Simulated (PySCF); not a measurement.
A GIAO shielding run with PySCF 2.14 (density fitting, non-relativistic, gas phase) on `O=C[C@@H]([SiH3])[SiH2]/C=C\CF`, C5H11FOSi2:

```
$ OMP_NUM_THREADS=1 python probes_run.py task.json out

{"job": {"kind": "nmr", "xc": "PBE0", "basis": "pcSseg-1"}, "charge": 0, "multiplicity": 1}
O     -1.242308     0.688923    -2.324700
C     -1.912829     1.142144    -1.427522
C     -1.713326     0.854684    -0.005176
Si    -2.642508    -0.771061     0.391684
Si     0.168155     0.780150     0.380712
C      0.913496    -0.693753    -0.521386
C      2.197274    -1.017259    -0.561184
C      3.308992    -0.304127     0.134685
F      2.864763     0.687605     0.975001
H     -2.762353     1.819509    -1.661975
H     -2.183394     1.633176     0.598122
H     -4.075354    -0.560839     0.160475
H     -2.176454    -1.867847    -0.452586
H     -2.412413    -1.068963     1.805148
H      0.271072     0.632236     1.836289
H      0.736349     2.050709    -0.076677
H      0.234276    -1.305872    -1.097563
H      2.553223    -1.865876    -1.134416
H      3.892386    -0.999455     0.751746
H      3.975805     0.176594    -0.593105
```

Hardware: 1 thread of an Arm Neoverse N1, shared host. The job also computes population analyses, field gradients.

Task: How large is the calculation?

Result: 86 electrons, 222 basis functions and 1197 auxiliary functions.

Task: How long does it take, and how much memory does it need?

Result: 110 s of wall time, with 15 SCF cycles and 5 response iterations; peak memory 1 GiB. Times on a shared host scatter by some tens of per cent.
